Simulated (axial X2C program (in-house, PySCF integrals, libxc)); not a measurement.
# OTbO: the levels of the configuration f7 s0

Calculated with an in-house all-electron X2C program for linear molecules (integrals from PySCF): two-component X2C with atomic mean-field Coulomb and Gaunt terms, basis O dyall-v2z, Tb dyall-v2z (cores contracted in-house). Orbitals come from Hartree–Fock averaged over the configuration Tb f7 s0; CI then distributes these electrons over the f, s shells of Tb.

O–Tb–O held linear, both bonds 1.844 Å (near the minimum of the configuration average).

Active spinors (ω > 0):

```tsv
shell	ω	ε (eV)	character
f	5/2	-10.94	100% Tb f
f	3/2	-10.57	100% Tb f
f	7/2	-10.21	100% Tb f
f	5/2	-9.94	100% Tb f
f	1/2	-9.61	93% Tb f
f	3/2	-9.21	96% Tb f
f	1/2	-7.96	73% Tb f, 20% O p, 6% Tb p
s	1/2	-0.63	78% Tb s, 19% Tb d
```

Lowest levels of this model:

| Ω | energy (cm⁻¹) | g∥ | configuration |
| --- | --- | --- | --- |
| 1/2 | 0 | 1.99 | 100% f7 |
| 3/2 | 2 | 5.98 | 100% f7 |
| 5/2 | 7 | 9.97 | 100% f7 |
| 7/2 | 13 | 13.95 | 100% f7 |

g∥ is the magnitude of 2⟨Lz + ge Sz⟩ for the +Ω component.

Q: From Ω and g∥ of the lowest level, whose 2⟨Lz + ge Sz⟩ is positive, find ⟨Sz⟩ and ⟨Lz⟩ (ge = 2.0023).

A: Ω = ⟨Lz⟩ + ⟨Sz⟩ = 1/2 and ⟨Lz⟩ + ge⟨Sz⟩ = 0.995, so ⟨Sz⟩ = 0.49 and ⟨Lz⟩ = 0.01.

Occupations of the active spinors in the lowest level by ω, shell by shell in order of energy: -7/2: 0.36; -5/2: 0.63 0.39; -3/2: 0.62 0.41; -1/2: 0.60 0.42 0.00; 1/2: 0.47 0.55 0.00; 3/2: 0.50 0.53; 5/2: 0.52 0.51; 7/2: 0.50. The leading determinant has weight 0.04 among 1101.

This point took 1.7 s on 1 thread of Arm Neoverse V2 (shared host).

There is no dynamic correlation: spin–orbit spacings and, for f shells, spacings inside one term are the most reliable numbers, splittings between terms come out too wide, and energies between configurations are not reliable, so the lowest level need not be the ground state of the molecule. At most 4 roots were kept for each Ω > 0 (twice that for Ω = 0) within 2.2 eV of the lowest, so higher up levels can be missing between those listed; levels with Ω > 0 are doubly degenerate and listed once, Ω = 0 levels singly. The open spinors mix strongly with ligand orbitals, which this small active space describes poorly. States that fill the shells left empty in the average are placed too high. The molecule was held linear; bending was not examined.
